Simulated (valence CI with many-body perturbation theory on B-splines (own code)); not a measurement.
## Nb34+: calculated level list

Computed by relativistic CI+MBPT: five valence electrons over a frozen Dirac-Fock core [He], radial functions for each j: 11 s, 11 p, 10 d, 8 f, 5 g, 2 h, with the one-electron correlation potential Σ1, the two-electron term Σ2, the three-electron term Σ3, Breit, model QED; selected CI, second order for the rest, scaled by the run's own slope (own B-spline code, finite nucleus).

No measured spectrum was set against this ion. As an estimate, large intervals hold to a few tenths of a per cent, small ones and those within an open d or f shell to about a per cent. Among the levels kept, up to 10000 cm⁻¹ of a level comes from second order outside the variational space, and about a tenth of that is noise between levels of different J, which matters for small intervals.

Levels 181 to 204 of 204, with energies above the lowest level, (2s^2 2p1/2^2 2p3/2) J=3/2. "Leading %" is the weight of the configuration and term that name the level; weights of strongly mixed levels are sums over their largest components and can fall short. In the jj column 3d3/2^4 stands for four electrons in 3d with j = 3/2. Lifetimes count E1, E2, E3, M1 and M2 decay at the calculated energies, and are blank where another channel may lead or the interval is too uncertain; long ones can be off by a factor of two.

| No. | Configuration | Term | J | E (eV) | Leading % | Lifetime | Leading jj | Second component |
| --- | --- | --- | --- | --- | --- | --- | --- | --- |
| 181 | 2s 2p3 3d | 2F° | 7/2 | 3029.3 | 45 | 19.8 fs | 2s 2p1/2 2p3/2^2 3d5/2 (86 %) | 23 % 2s 2p3 3d 2G° |
| 182 | 2s 2p3 3d | 2P° | 1/2 | 3030.3 | 56 | 7.17 fs | 2s 2p1/2 2p3/2^2 3d3/2 (77 %) | 10 % 2s 2p3 3d 4P° |
| 183 | 2s 2p3 3d | 2P° | 3/2 | 3031.3 | 45 | 8.76 fs | 2s 2p1/2 2p3/2^2 3d3/2 (49 %) | 12 % 2s 2p3 3d 4D° |
| 184 | 2s 2p3 3d | 2D° | 3/2 | 3032.2 | 38 | 8.23 fs | 2s 2p1/2 2p3/2^2 3d3/2 (83 %) | 31 % 2s 2p3 3d 4D° |
| 185 | 2s 2p3 3d | 2F° | 7/2 | 3033.6 | 37 | 16.5 fs | 2s 2p1/2 2p3/2^2 3d5/2 (85 %) | 34 % 2s 2p3 3d 4D° |
| 186 | 2s 2p3 3d | 4D° | 1/2 | 3034.4 | 57 | 6.14 fs | 2s 2p1/2 2p3/2^2 3d3/2 (86 %) | 31 % 2s 2p3 3d 2P° |
| 187 | 2s 2p3 3d | 2S° | 1/2 | 3035.5 | 46 | 6.90 fs | 2s 2p1/2 2p3/2^2 3d5/2 (73 %) | 17 % 2s 2p3 3d 2P° |
| 188 | 2s 2p3 3d | 2F° | 5/2 | 3035.6 | 43 | 9.36 fs | 2s 2p1/2 2p3/2^2 3d5/2 (80 %) | 30 % 2s 2p3 3d 2D° |
| 189 | 2p4 3s | 4P | 5/2 | 3037.9 | 69 | 348 fs | 2p1/2^2 2p3/2^2 3s (90 %) | 22 % 2p4 3s 2D |
| 190 | 2s 2p3 3d | 2D° | 3/2 | 3039.3 | 48 | 18.8 fs | 2s 2p1/2 2p3/2^2 3d5/2 (90 %) | 22 % 2s 2p3 3d 2P° |
| 191 | 2s 2p3 3d | 2D° | 3/2 | 3043.2 | 40 | 4.94 fs | 2s 2p1/2 2p3/2^2 3d5/2 (69 %) | 37 % 2s 2p3 3d 2P° |
| 192 | 2p4 3s | 2P | 3/2 | 3043.3 | 32 | 43.4 fs | 2p1/2^2 2p3/2^2 3s (61 %) | 20 % 2p4 3s 2D |
| 193 | 2s 2p3 3p | 4D | 7/2 | 3044.0 | 47 | 741 fs | 2s 2p3/2^3 3p3/2 (88 %) | 35 % 2s 2p3 3p 2F |
| 194 | 2s 2p3 3d | 2D° | 5/2 | 3047.9 | 44 | 6.11 fs | 2s 2p1/2 2p3/2^2 3d5/2 (73 %) | 25 % 2s 2p3 3d 2F° |
| 195 | 2s 2p3 3p | 2P | 3/2 | 3049.6 | 28 | 39.3 fs | 2s 2p3/2^3 3p3/2 (52 %) | 22 % 2p4 3s 2P |
| 196 | 2s 2p3 3p | 2D | 5/2 | 3050.2 | 42 | 68.3 fs | 2s 2p3/2^3 3p3/2 (83 %) | 26 % 2s 2p3 3p 4P |
| 197 | 2s 2p3 3p | 2P | 1/2 | 3057.2 | 49 | 17.1 fs | 2s 2p3/2^3 3p3/2 (74 %) | 35 % 2s 2p3 3p 2S |
| 198 | 2s 2p3 3p | 2P | 1/2 | 3065.8 | 44 | 221 fs | 2s 2p3/2^3 3p1/2 (76 %) | 16 % 2s 2p3 3p 4P |
| 199 | 2s 2p3 3p | 2D | 3/2 | 3066.6 | 44 | 56.4 fs | 2s 2p3/2^3 3p1/2 (90 %) | 28 % 2s 2p3 3p 2P |
| 200 | 2p4 3s | 2S | 1/2 | 3071.3 | 48 | 117 fs | 2p1/2^2 2p3/2^2 3s (91 %) | 33 % 2p4 3s 4P |
| 201 | 2p4 3p | 4P° | 3/2 | 3082.2 | 37 | 38.5 fs | 2p1/2^2 2p3/2^2 3p1/2 (95 %) | 17 % 2p4 3p 4S° |
| 202 | 2p4 3p | 2D° | 5/2 | 3084.4 | 31 | 42.9 fs | 2p1/2^2 2p3/2^2 3p1/2 (94 %) | 29 % 2p4 3p 4D° |
| 203 | 2s 2p3 3p | 2D | 5/2 | 3084.8 | 53 | 52.4 fs | 2s 2p3/2^3 3p3/2 (90 %) | 27 % 2s 2p3 3p 4P |
| 204 | 2s 2p3 3p | 2P | 3/2 | 3087.7 | 57 | 99.2 fs | 2s 2p3/2^3 3p3/2 (91 %) | 10 % 2s 2p3 3p 4P |

Where two levels of one J and parity lie close, their mixing, g and order are uncertain.
